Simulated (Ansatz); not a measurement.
Frontier orbitals of CH₆InNOS, SMILES `C[O][In]([NH2])[SH]`.

Z-matrix (Å, degrees):
```
C
O 1 1.400
H 1 1.100 2 112.9
H 1 1.096 2 108.6 3 -118.8
H 1 1.100 2 112.9 3 122.4
In 2 1.984 1 122.0 3 -61.5
S 6 2.376 2 117.3 1 0.2
N 6 2.008 2 115.6 1 174.5
H 7 1.344 6 92.2 2 -1.8
H 8 1.010 6 116.4 2 155.1
H 8 1.011 6 114.8 2 25.9
```

Charge 0, multiplicity 1. Correlated methods include outer-core shells of In, which these sets cover unevenly. In: def2 effective core potential. All single points use the PBE0-D4/def2-TZVP geometry. It is one conformer, not always the lowest. Basis def2-TZVPP, Ansatz.

Orbital energies of one run (eV). Highest occupied ones, from the top: -9.82, -9.90, -10.09, -10.47, -11.62, -12.98, -14.05, -14.66, -14.84, -15.59, -15.98, -21.11, -22.60, -23.83. Empty: 0.64, 1.23, 1.95, 2.13, 2.98, 3.40.

(1) Which functional gave them?
A. ωB97X-V
B. BLYP
C. PBE0
D. r2SCAN

Results:

(1) A. HOMO energies: ωB97X-V -9.82, PBE0 -7.39, BLYP -5.80, r2SCAN -6.21 eV.
